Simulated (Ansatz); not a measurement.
Coupled-cluster diagnostics for K₄H₃⁺, Ansatz.

Geometry of the singlet (r2SCAN-D4/def2-SVP):

| atom | x (Å) | y (Å) | z (Å) |
| --- | --- | --- | --- |
| K1 | 0.779 | 0.844 | -3.485 |
| K2 | 0.510 | -1.165 | -0.310 |
| K3 | -0.775 | -1.490 | 4.284 |
| K4 | -1.081 | 2.081 | 1.024 |
| H5 | -0.164 | 1.359 | -1.110 |
| H6 | -0.594 | -0.250 | 2.206 |
| H7 | 1.325 | -1.379 | -2.610 |

Correlated methods freeze 20 core orbitals; core or outer-core shells of K are correlated, in sets that lack core-valence functions. Another isomer (singlet) lies 0.50 eV lower at PBE0-D4/def2-TZVP; other spin states weren't run for this one.

(1) Estimate the CCSD(T) correlation energy, the shares of MP2 and (T), T1 and the reference's ⟨S²⟩ for: charge 1, singlet, own geometry in def2-TZVPP; and the rough time on 4 threads of Arm Neoverse V2 on a shared host.

Answers

(1) 
| state | basis | correlation (eV) | MP2 share (%) | (T) share (%) | T1 | ⟨S²⟩ (pure) | wall time |
| --- | --- | --- | --- | --- | --- | --- | --- |
| charge 1, singlet, own geometry | def2-TZVPP | -21.286 | 90.2 | 1.2 | 0.006 | 0.00 (0.00) | 38 s |
Customary marks for T1 are 0.02 (closed shells), 0.045 (open shells) and about 0.05 (3d metals). T1 stays under 0.02 throughout.
